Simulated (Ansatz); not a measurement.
```xyz
3

Si    0.0000    0.0000   -0.1234
H     0.0000    1.0085    0.8640
H     0.0000   -1.0085    0.8640
```

Basis set: cc-pVDZ (spherical functions). Left uncorrelated: 5 orbitals. Charge 0, multiplicity 1.

Computed with Ansatz (development build ahead of 0.2.0); each method stands on the lowest determinant of its kind that the runs found. Restricted open shells among the atoms or ions are ROHF, correlated in semicanonical orbitals with singles.

The atomization energy at this shape (free ground-state atoms in the same class of orbitals less the molecule, no zero-point energy) of singlet SiH2:

```tsv
method	atomization energy
RHF-MP2	128.10 kcal/mol
```

(1) What does RHF give?

## Answers

(1) 103.12 kcal/mol. Caution: the shape is not the minimum.
